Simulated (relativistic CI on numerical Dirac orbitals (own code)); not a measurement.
Calculated at this level of theory: Dirac-Coulomb-Breit CI, orbitals from a KLI potential per configuration, a model potential for QED, unscaled Slater integrals (own radial code, finite nucleus).

CI space (outside the closed core 1s2): 2s²2p⁴, 2s2p⁵, 2p⁶, 2p⁵3s, 2p⁵3p, 2p⁵3d, 2s²2p³3s, 2s²2p³3p, 2s²2p³3d, 2s2p⁴3s, 2s2p⁴3p, 2s2p⁴3d, 2s²2p³4s, 2s²2p³4p, 2s²2p³4d, 2s²2p³4f, 2s2p⁴4s, 2s2p⁴4p, 2s²2p²3s², 2s2p⁴4d, 2s2p⁴4f, 2s²2p²3s3p, 2s²2p³5s, 2s²2p³5p, 2s²2p²3s3d, 2s²2p³5d, 2s²2p²3p², 2s²2p³5f, 2s²2p³5g, 2s²2p²3p3d, 2s2p³3s², 2s²2p²3d², 2s2p³3s3p, 2s2p³3s3d, 2s2p³3p², 2s2p⁴5s. Levels of other configurations are missing.

At this charge energies of transitions that change n are usually good to better than 1 %, and those within a shell (Δn = 0) to a few per cent.

Outline of the computed level scheme of Pr LII. Lowest level of each configuration: 2s²2p⁴ ³P2 at 0.00 eV; 2s2p⁵ ³P°2 at 792.59 eV; 2p⁶ ¹S0 at 1680.34 eV; 2s²2p³3s ³P°2 at 5385.61 eV; 2s²2p³3p ³P1 at 5472.74 eV; 2s²2p³3d ³D°2 at 5707.21 eV; 2s2p⁴3s ⁵P3 at 6131.71 eV.

Some strong electric-dipole decays among the lowest 45 levels: 2s²2p³3d ³D°3 → 2s²2p⁴ ³P2 (8.6e+14 s⁻¹); 2s²2p³3d ³D°1 → 2s²2p⁴ ¹S0 (5.3e+14 s⁻¹); 2s²2p³3d ³D°2 → 2s²2p⁴ ³P2 (3.9e+14 s⁻¹); 2s²2p³3d ³D°1 → 2s²2p⁴ ³P2 (1.0e+14 s⁻¹); 2s²2p³3s ¹D°2 → 2s²2p⁴ ¹D2 (7.3e+13 s⁻¹); 2s²2p³3s ³S°1 → 2s²2p⁴ ³P1 (6.9e+13 s⁻¹); 2s²2p³3s ¹P°1 → 2s²2p⁴ ³P2 (6.6e+13 s⁻¹); 2s²2p³3d ³D°1 → 2s²2p⁴ ¹S0 (4.2e+13 s⁻¹).

LS names give the leading component of a level, which can be under half, so a name can repeat, a term be missing and a line seem to break the LS rules.
